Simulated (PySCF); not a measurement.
## Interval between two levels of Se²⁺ by level of theory

Se²⁺ [Ar] 3d10 4s2 4p2 [3P2, M_J = 2] → Se²⁺ [Ar] 3d10 4s1 4p2 5s1 [5P3, M_J = 3], as a difference of total energies. All numbers are calculated (PySCF 2.14, the two-component X2C-1e Hamiltonian, in x2c-SVPall-2c with one added diffuse shell each of s, p, d type (6s7p4d, 47 functions)). Correlated levels: [Ne] frozen. "Screened" scales the spin-orbit matrix elements by Boettger's factors to mimic the two-electron term; Breit and QED terms are absent.

| method | interval between two levels (cm⁻¹) |
| --- | --- |
| GHF (spin-free) | 188050 |
| GMP2 (spin-free) | 196190 |
| GHF (screened spin-orbit) | 188510 |
| GMP2 (screened spin-orbit) | 196570 |

The labels give the starting determinants; with spin-orbit coupling the two ends relaxed to ⟨J²⟩ = 6.00, ⟨L²⟩ = 2.16, ⟨S²⟩ = 1.93 and ⟨J²⟩ = 12.08, ⟨L²⟩ = 2.10, ⟨S²⟩ = 5.99.

The promoted electron is Rydberg-like, and one or two diffuse shells describe it only roughly, which tends to raise the upper state.
